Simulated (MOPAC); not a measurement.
Job for MOPAC: PM6 on CH6InN (SMILES C[NH][InH2]), a point of a bond scan (R = 1.211 Å).

```
PM6 1SCF PRECISE CHARGE=0 THREADS=1
CH6InN

In    -0.03752919 1     0.10487719 1     0.63130161 1
H     -1.34881149 1     0.75491230 1     1.52746469 1
H      1.51703095 1    -0.44616652 1     1.11044164 1
N     -0.36976692 1    -0.04668679 1    -1.36186146 1
C      0.52710559 1    -0.54983309 1    -2.38579940 1
H     -1.43474623 1     0.31346910 1    -1.81188064 1
H      0.76606523 1     0.20772366 1    -3.14278509 1
H      0.11691729 1    -1.42177248 1    -2.91066943 1
H      1.47071274 1    -0.86131651 1    -1.93352653 1
```

Program output:

```
*******************************************************************************
 **                                                                           **
 **                              MOPAC v23.2.5                                **
 **                                                                           **
 *******************************************************************************
 ** MOPAC's Digital Object Identifier: https://doi.org/10.5281/zenodo.6511958 **
 **                                                                           **
 ** Please cite the open-source release paper for use of this MOPAC version:  **
 ** J. E. Moussa and J. J. P. Stewart (2026)                                  **
 ** MOPAC: An open-source semiempirical molecular orbital program             **
 ** J. Open Source Softw., 11(119), 8025, https://doi.org/10.21105/joss.08025 **
 *******************************************************************************

                              PM6 CALCULATION RESULTS

 *******************************************************************************
 *  PM6        - The PM6 Hamiltonian to be used
 *
 *
 *
 *                 CHARGE ON SYSTEM = 0
 *
 *
 *
 *  PRECISE    - TIGHTER CRITERIA TO BE USED
 *  1SCF       - DO 1 SCF AND THEN STOP
 *  THREADS=1  - MULTI-THREADING NOT USED
 *  T=         - A TIME OF 172800.0 SECONDS REQUESTED
 *  DUMP=N     - RESTART FILE WRITTEN EVERY 7200.0 SECONDS REQUESTED
 *******************************************************************************
PM6 1SCF PRECISE CHARGE=0 THREADS=1
 CH6InN

   ATOM   CHEMICAL          X               Y               Z
  NUMBER   SYMBOL      (ANGSTROMS)     (ANGSTROMS)     (ANGSTROMS)

     1      In         -0.03752919  *   0.10487719  *   0.63130161  *
     2       H         -1.34881149  *   0.75491230  *   1.52746469  *
     3       H          1.51703095  *  -0.44616652  *   1.11044164  *
     4       N         -0.36976692  *  -0.04668679  *  -1.36186146  *
     5       C          0.52710559  *  -0.54983309  *  -2.38579940  *
     6       H         -1.43474623  *   0.31346910  *  -1.81188064  *
     7       H          0.76606523  *   0.20772366  *  -3.14278509  *
     8       H          0.11691729  *  -1.42177248  *  -2.91066943  *
     9       H          1.47071274  *  -0.86131651  *  -1.93352653  *



          CARTESIAN COORDINATES

    NO.       ATOM           X           Y           Z

     1        In         -0.0375      0.1049      0.6313
     2         H         -1.3488      0.7549      1.5275
     3         H          1.5170     -0.4462      1.1104
     4         N         -0.3698     -0.0467     -1.3619
     5         C          0.5271     -0.5498     -2.3858
     6         H         -1.4347      0.3135     -1.8119
     7         H          0.7661      0.2077     -3.1428
     8         H          0.1169     -1.4218     -2.9107
     9         H          1.4707     -0.8613     -1.9335

 General Reference for PM6:
 "Optimization of Parameters for Semiempirical Methods V: Modification of NDDO Approximations
 and Application to 70 Elements", J. J. P. Stewart, J. Mol. Mod., 13, 1173-1213 (2007)
 URL: https://link.springer.com/article/10.1007/s00894-007-0233-4

           Empirical Formula: C H6 N In  =     9 atoms



      MOLECULAR POINT GROUP   :   Cs


      RHF CALCULATION, NO. OF DOUBLY OCCUPIED LEVELS = 9


 -------------------------------------------------------------------------------
 PM6 1SCF PRECISE CHARGE=0 THREADS=1
 CH6InN



     1SCF WAS SPECIFIED, SO BFGS WAS NOT USED
     SCF FIELD WAS ACHIEVED


                              PM6 CALCULATION
                                                       MOPAC v23.2.5 Linux




          FINAL HEAT OF FORMATION =         91.57492 KCAL/MOL =     383.14948 KJ/MOL


          COSMO AREA              =        111.46 SQUARE ANGSTROMS
          COSMO VOLUME            =         94.61 CUBIC ANGSTROMS

          IONIZATION POTENTIAL    =          8.031535 EV
          HOMO LUMO ENERGIES (EV) =         -8.032  2.238
          NO. OF FILLED LEVELS    =          9
          MOLECULAR WEIGHT        =        146.8851         POINT GROUP:  Cs

          MOLECULAR DIMENSIONS (Angstroms)

            Atom       Atom       Distance
            H     7    H     2     5.15590
            H     6    H     3     3.99902
            H     8    H     7     1.74005


          SCF CALCULATIONS        =          1





   ATOM   CHEMICAL          X               Y               Z
  NUMBER   SYMBOL      (ANGSTROMS)     (ANGSTROMS)     (ANGSTROMS)

     1      In         -0.03752919  *   0.10487719  *   0.63130161  *
     2       H         -1.34881149  *   0.75491230  *   1.52746469  *
     3       H          1.51703095  *  -0.44616652  *   1.11044164  *
     4       N         -0.36976692  *  -0.04668679  *  -1.36186146  *
     5       C          0.52710559  *  -0.54983309  *  -2.38579940  *
     6       H         -1.43474623  *   0.31346910  *  -1.81188064  *
     7       H          0.76606523  *   0.20772366  *  -3.14278509  *
     8       H          0.11691729  *  -1.42177248  *  -2.91066943  *
     9       H          1.47071274  *  -0.86131651  *  -1.93352653  *

                             CARTESIAN COORDINATES

   1   In       -0.037529190     0.104877190     0.631301610
   2    H       -1.348811490     0.754912300     1.527464690
   3    H        1.517030950    -0.446166520     1.110441640
   4    N       -0.369766920    -0.046686790    -1.361861460
   5    C        0.527105590    -0.549833090    -2.385799400
   6    H       -1.434746230     0.313469100    -1.811880640
   7    H        0.766065230     0.207723660    -3.142785090
   8    H        0.116917290    -1.421772480    -2.910669430
   9    H        1.470712740    -0.861316510    -1.933526530


           Empirical Formula: C H6 N In  =     9 atoms



      MOLECULAR POINT GROUP   :   Cs


                  EIGENVALUES
 -28.40724 -22.37106 -15.49391 -14.37312 -13.92614 -12.84212 -11.91423 -11.18851
  -8.03154   2.23794   2.28009   3.14326   4.03500   5.36191   6.00017   6.18392
   6.51332   6.93368


              NET ATOMIC CHARGES AND DIPOLE CONTRIBUTIONS

  ATOM NO.   TYPE          CHARGE      No. of ELECS.   s-Pop       p-Pop
    1         In           0.316715        2.6833     1.06259     1.62069
    2          H           0.041683        0.9583     0.95832
    3          H           0.035988        0.9640     0.96401
    4          N          -0.791527        5.7915     1.58869     4.20284
    5          C          -0.206917        4.2069     1.06586     3.14105
    6          H           0.263036        0.7370     0.73696
    7          H           0.109366        0.8906     0.89063
    8          H           0.109366        0.8906     0.89063
    9          H           0.122288        0.8777     0.87771
 DIPOLE           X         Y         Z       TOTAL
 POINT-CHG.     0.332     0.210     2.402     2.434
 HYBRID        -0.383    -0.085    -1.668     1.713
 SUM           -0.051     0.125     0.734     0.747


          ATOMIC ORBITAL ELECTRON POPULATIONS

     Atom    s        px        py        pz
    1 In   1.06259   0.83985   0.22091   0.55993
    2  H   0.95832
    3  H   0.96401
    4  N   1.58869   1.23836   1.77192   1.19256
    5  C   1.06586   1.03644   1.09213   1.01248
    6  H   0.73696
    7  H   0.89063
    8  H   0.89063
    9  H   0.87771

 **********************
 *                    *
 * JOB ENDED NORMALLY *
 *                    *
 **********************




 == MOPAC DONE ==
```

The run finished.

Cost: about 0.03 core-seconds (a rough figure).
